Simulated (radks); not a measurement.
Results of a calculation; reference values are marked as such.
Q: The mean radii <r> (bohr) of the occupied orbitals of an atom or ion are listed with their occupations. Code: a radial shooting solver on a logarithmic mesh with Libxc functionals. Model: non-relativistic Kohn-Sham, r2SCAN, spin-polarised, spherical densities, point nucleus; meta-GGA in the generalised Kohn-Sham scheme.

orbital  occ.     <r>
1s up       1  0.1200
1s down     1  0.1196
2s up       1  0.5364
2p up       2  0.4777
3s up       1   1.369

Name the element and its charge. Open shells, if any, are filled with parallel spins first.

A: Z = 13, aluminium, charge +7: Al7+ in [He] 2s1 2p2 3s1. The 1s radius gives Z: for a bare nucleus <r> = 1.5/Z, 0.1154 bohr for Z = 13, and screening makes it slightly larger (0.1200 here). The occupations add up to 6, and the charge is Z minus that.
